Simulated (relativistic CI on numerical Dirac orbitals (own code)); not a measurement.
## Radial parameters of Tc⁷⁺

Computed by Dirac-Coulomb-Breit CI, orbitals from a KLI potential per configuration, model QED (radiative potential, 1s self-energy scaled to tabulated hydrogen-like ionisation energies), unscaled Slater integrals (own radial code, finite nucleus).

Slater integrals F^k, G^k are unscaled and averaged over j, outside the closed core [Ar] 3d10; ζ comes from projecting the Hamiltonian with its Breit term on Σ l·s of the shell.

- 4s2 4p5 4d: ζ(4p) = 18001, F^2(4p,4d) = 85668, G^1(4p,4d) = 108260, G^3(4p,4d) = 67458, ζ(4d) = 1463.8 cm⁻¹; <r>(4p) = 1.089, <r^2>(4p) = 1.342, <r>(4d) = 1.272, <r^2>(4d) = 1.851 (bohr units).
- 4s 4p6 4d: G^2(4s,4d) = 81534, ζ(4d) = 1479.8 cm⁻¹; <r>(4s) = 1.012, <r^2>(4s) = 1.153, <r>(4d) = 1.271, <r^2>(4d) = 1.85 (bohr units).
- 4s2 4p5 4f: ζ(4p) = 18312, F^2(4p,4f) = 62987, G^2(4p,4f) = 53338, G^4(4p,4f) = 36029, ζ(4f) = -29.671 cm⁻¹; <r>(4p) = 1.084, <r^2>(4p) = 1.33, <r>(4f) = 1.728, <r^2>(4f) = 3.464 (bohr units).

In this model ζ of a weakly bound d, f or g electron outside closed shells comes out too small, for d by up to a factor of two or three and at times with the wrong sign; that of an outer p electron is too small as well.

Averages of the first 10 configurations, taken without configuration mixing, which lowers the lowest level and can move excited configurations by several eV; other configurations of the list can lie among them:

```
Configuration  Parity  States  Average energy above the lowest level (eV)
      4s2 4p6    even       1                                         0.1
   4s2 4p5 4d     odd      60                                        45.6
    4s 4p6 4d    even      20                                        81.2
   4s2 4p5 4f    even      84                                        89.7
   4s2 4p5 5s     odd      12                                        71.0
    4s 4p6 4f     odd      28                                       125.7
   4s2 4p5 5p    even      36                                        81.3
   4s2 4p5 5d     odd      60                                        96.8
    4s 4p6 5s    even       4                                       107.5
      4p6 4d2    even      45                                       164.7
```
